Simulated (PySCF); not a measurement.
**input.py for BTe⁺**

The script input.py:

```python
from pyscf import gto, scf, mp

mol = gto.M(
    atom='B 0 0 0; Te 0 0 2.028',
    basis='ano-rcc-vdzp',
    charge=1,
    spin=0,
    verbose=3,
)
mf = scf.UHF(mol)
mf = mf.sfx2c1e()
mf.kernel()
mp.MP2(mf).kernel()
mf.dip_moment()
print('orbital energies (hartree):', [e[max(0, n-3):n+3].round(4) for e, n in zip(mf.mo_energy, mol.nelec)])
```

```bash
$ OMP_NUM_THREADS=1 python input.py
```

The log:

```
converged SCF energy = -6815.07476668275  <S^2> = 0  2S+1 = 1
E(UMP2) = -6815.67428349788  E_corr = -0.599516815134806
E(SCS-UMP2) = -6815.61016565824  E_corr = -0.535398975495115
Dipole moment(X, Y, Z, Debye): -0.00000, -0.00000,  4.48078
orbital energies (hartree): [array([-0.7745, -0.5866, -0.5866, -0.334 , -0.2097, -0.2097]), array([-0.7745, -0.5866, -0.5866, -0.334 , -0.2097, -0.2097])]
```

In short: E(SCF) = -6815.074767 Eh, E(MP2) − E(SCF) = -0.59952 Eh.

It ran on Arm Neoverse V2 (1 thread, shared host) in 6.7 s.

The bond length is a typed value, not an optimised one. The dipole of an ion depends on the origin. No search for the lowest solution was made.
